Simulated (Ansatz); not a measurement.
`N[SiH2]O[SiH3]` + PH₃ → `N[SiH2]P` + silanol  (ligand exchange at the Si–O bond)

Isolated molecules relaxed with PBE0-D4/def2-TZVP in Ansatz; ΔE leaves out vibrations. CBS: MP2 limit from def2 TZ/QZ plus the TZ coupled-cluster correction, frozen cores. This one scheme is used for every species. DFT in def2-TZVPP. One conformer a species, not always the lowest.

Problem. Is it downhill or uphill in electronic energy at CCSD(T)/CBS, and by how much? (Best estimate.)

Solution. Computed: Uphill: ΔE = +1.15 eV.

Problem. What do these levels give: revPBE-D4, PBE0-D4, ωB97M-V, revPBE, PBE0, SCS-MP2/def2-QZVPP? (Estimate.)

Solution. Ansatz gave: revPBE-D4 0.93, PBE0-D4 1.01, ωB97M-V 1.16, revPBE 0.92, PBE0 1.01, SCS-MP2/def2-QZVPP 1.23 eV.

Largest T1 diagnostic among the species: 0.013.

In def2-TZVPP, CCSD(T) changes the Hartree–Fock value by −0.22 eV (the triples alone add −0.04 eV) and MP2 by −0.22 eV. Leaving LDA and LC-ωPBE aside and taking each functional with its dispersion term where it has one, the values, not all of them listed here, spread over 0.35 eV, from revPBE-D4 to BHLYP-D4. LDA lies +0.05 eV from PBE without D4.
